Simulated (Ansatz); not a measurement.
C₃H₉FOSi, SMILES FC[Si@@H](OC)C.

Geometry optimised at r2SCAN-D4/def2-SVP. The structure was generated by enumeration; whether it is a known compound was not checked. The values are those of a single conformer.

Two levels are set side by side: PBE/def2-SVPD (Ansatz, a quantum-chemistry and plane-wave program) and CAM-B3LYP/def2-SVPD (Ansatz). Energy differences of separate SCF runs at the same geometry; the states with an electron removed or added have multiplicity 2 and 2. Differences are taken from unrounded values.

```csv
quantity,PBE
vertical ionisation energy (eV),9.31
vertical singlet–triplet gap (eV),5.80
```

Task: These are the PBE values. What does CAM-B3LYP give? (An estimate is asked for; the answer gives what the named calculation found.)

Result: 
```
quantity                           CAM-B3LYP  PBE minus CAM-B3LYP
---------------------------------  ---------  -------------------
vertical ionisation energy (eV)        10.12                -0.82
vertical singlet–triplet gap (eV)       6.87                -1.08
```
